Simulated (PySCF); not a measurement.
Predicted microwave data (PBE0/pcSseg-1 in PySCF (dipole) on a GFN2-xTB geometry, gas phase) for one isomer of C7H16Si2:

```
Rotational constants : A = 1766, B = 549.9, C = 493.0 MHz
Dipole components    : |μa| = 0.80 D, |μb| = 0.07 D, |μc| = 0.44 D
Inertial defect      : -180.19 u·Å²
κ                    : -0.91
```

Question: Which structure is it? (One computed conformer of each.)
A. `[CH2:1]=[CH:2][CH2:3][C@@H:4]([CH3:5])/[C:6]([SiH3:7])=[CH:8]/[SiH3:9]` with C1–C2–C3–C4 107°, C2–C3–C4–C5 66°, C3–C4–C6–Si7 -61°
B. `[CH2:1]=[CH:2][Si@@H:3]1[CH2:4][CH2:5][C@@H:6]([CH2:7][CH3:8])[SiH2:9]1` with C1–C2–Si3–C4 115°, C5–C6–C7–C8 -162°, C2–Si3–C4–C5 -97°, Si3–C4–C5–C6 -51°, C4–C5–C6–C7 -69°, C5–C6–Si9–Si3 -29°
C. `[CH3:1][CH2:2][SiH2:3][C:4]#[C:5][SiH2:6][CH:7]([CH3:8])[CH3:9]` with C1–C2–Si3–C4 63°, C5–Si6–C7–C8 -60°
D. `[CH2:1]1[CH2:2][CH2:3][CH:4]([CH:5]2[SiH2:6][CH2:7][SiH2:8]2)[CH2:9]1` with C3–C4–C5–Si6 -176°, C9–C1–C2–C3 41°, C1–C2–C3–C4 -30°, C2–C3–C4–C5 -115°, C4–C5–Si6–C7 129°

Answer: A. It is C=CC[C@@H](C)/C([SiH3])=C/[SiH3], a near-prolate asymmetric top, point group C1. The candidates at the same level (rigid rotor, commonest isotopes):

| SMILES | A (MHz) | B (MHz) | C (MHz) | μa (D) | μb (D) | μc (D) | Δ (u·Å²) | point group | rotor |
| --- | --- | --- | --- | --- | --- | --- | --- | --- | --- |
| C=C[Si@@H]1CC[C@@H](CC)[SiH2]1 | 2260 | 677.0 | 607.5 | 0.04 | 0.55 | 0.44 | -138.19 | C1 | near-prolate asymmetric top |
| C=CC[C@@H](C)/C([SiH3])=C/[SiH3] | 1766 | 549.9 | 493.0 | 0.80 | 0.07 | 0.44 | -180.19 | C1 | near-prolate asymmetric top |
| CC[SiH2]C#C[SiH2]C(C)C | 1616 | 531.8 | 449.9 | 0.02 | 1.19 | 0.17 | -139.65 | C1 | asymmetric top |
| C1CCC(C2[SiH2]C[SiH2]2)C1 | 2307 | 705.3 | 572.2 | 0.25 | 0.01 | 0.07 | -52.37 | C1 | asymmetric top |

`C1CCC(C2[SiH2]C[SiH2]2)C1` has A 31 % too high; `CC[SiH2]C#C[SiH2]C(C)C` has C 9 % too low; `C=C[Si@@H]1CC[C@@H](CC)[SiH2]1` has A 28 % too high. No structure here is proved a minimum.
